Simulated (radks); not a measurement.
The silver ion Ag4+, 43 electrons, occupied as [Kr] 4d7.

All-electron calculation, scalar-relativistic Kohn-Sham, LB94 model potential, spin-polarised, spherical densities, finite nucleus; open shells are filled with parallel spins first (spin-orbit coupling, left out, can overturn this in heavy ions); Fermi nuclear charge, rms radius 4.5454 fm. Program: a radial shooting solver on a logarithmic mesh with Libxc functionals.

Energy parts (eV):
| part | energy |
|---|---|
| kinetic | 150647.950 |
| electron-nucleus | -347495.954 |
| Hartree | 56321.889 |
(The LB94 potential has no energy functional, so no total or exchange-correlation energy is given.)

Orbitals (lengths in bohr, moments of r in powers of bohr; r(90%) holds 90 % of the orbital's charge):
| orbital | occ. | eigenvalue (eV) | r(90%) | <1/r> |
|---|---|---|---|---|
| 1s up | 1 | -25526.31 | 0.0557 | 49.48 |
| 1s down | 1 | -25526.34 | 0.0557 | 49.48 |
| 2s up | 1 | -3828.958 | 0.208 | 11.24 |
| 2s down | 1 | -3828.844 | 0.208 | 11.25 |
| 2p up | 3 | -3446.236 | 0.191 | 10.88 |
| 2p down | 3 | -3446.194 | 0.191 | 10.88 |
| 3s up | 1 | -761.7559 | 0.541 | 3.937 |
| 3s down | 1 | -761.5330 | 0.542 | 3.933 |
| 3p up | 3 | -635.5602 | 0.551 | 3.759 |
| 3p down | 3 | -635.3220 | 0.551 | 3.756 |
| 3d up | 5 | -435.9998 | 0.544 | 3.546 |
| 3d down | 5 | -435.6440 | 0.544 | 3.543 |
| 4s up | 1 | -160.2266 | 1.31 | 1.535 |
| 4s down | 1 | -159.3851 | 1.30 | 1.542 |
| 4p up | 3 | -123.2086 | 1.44 | 1.388 |
| 4p down | 3 | -122.2067 | 1.44 | 1.395 |
| 4d up | 5 | -69.5186 | 1.84 | 1.098 |
| 4d down | 2 | -68.3382 | 1.84 | 1.103 |

The highest occupied level is 4d down at -68.338 eV. The electron density at the nucleus is 1.494e+05 e/bohr^3 (large components only).
